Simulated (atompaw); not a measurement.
u(r) = r·R(r): atom against pseudo-atom (platinum)

Columns: radius, all-electron u(r) and pseudo u(r) of the 5p shell (level -56.04 eV) of platinum in the configuration [Kr] 4d10 4f14 5s2 5p6 5d9 6s1 6p0; PBEsol, scalar-relativistic, PAW (atompaw) scheme, atompaw 4.2.0.5.

| r (bohr) | all-electron | pseudo |
| --- | --- | --- |
| 0.069 | -0.0547 | 0.0162 |
| 0.138 | 0.4057 | 0.0637 |
| 0.208 | 0.0451 | 0.1409 |
| 0.277 | -0.4224 | 0.2411 |
| 0.346 | -0.5983 | 0.3592 |
| 0.415 | -0.4829 | 0.4882 |
| 0.485 | -0.1966 | 0.6226 |
| 0.554 | 0.1371 | 0.7509 |
| 0.623 | 0.4502 | 0.8681 |
| 0.692 | 0.7076 | 0.9682 |
| 0.762 | 0.9004 | 1.0475 |
| 0.831 | 1.0253 | 1.1007 |
| 0.900 | 1.0941 | 1.1282 |
| 0.969 | 1.1173 | 1.1304 |
| 1.038 | 1.1059 | 1.1097 |
| 1.108 | 1.0685 | 1.0693 |
| 1.177 | 1.0143 | 1.0144 |
| 1.246 | 0.9496 | 0.9497 |
| 1.315 | 0.8793 | 0.8793 |
| 1.385 | 0.8057 | 0.8057 |
| 1.454 | 0.7338 | 0.7338 |
| 1.523 | 0.6643 | 0.6643 |
| 1.592 | 0.5983 | 0.5983 |
| 1.662 | 0.5358 | 0.5358 |
| 1.731 | 0.4789 | 0.4789 |
| 1.800 | 0.4267 | 0.4267 |

(1) How many radial nodes do the two functions have?

(2) At about which radius was the pseudo-wave matched?

(3) Where does each function peak?

(4) Is the pseudo-wave norm-conserving?

Answers

(1) The all-electron 5p function has n − l − 1 = 3; the pseudo-wave has 0, since the states of the same l below it are removed with the core.

(2) 1.30 bohr. The columns agree to 0.0005 from 1.18 bohr on; several derivatives are matched, so the curves merge somewhat inside the radius.

(3) Outermost all-electron maximum near 0.97 bohr, pseudo maximum near 0.97 bohr (to the table’s step).

(4) No, it belongs to a PAW set: the norm inside the radius is not constrained, and the difference is carried by the augmentation charge.
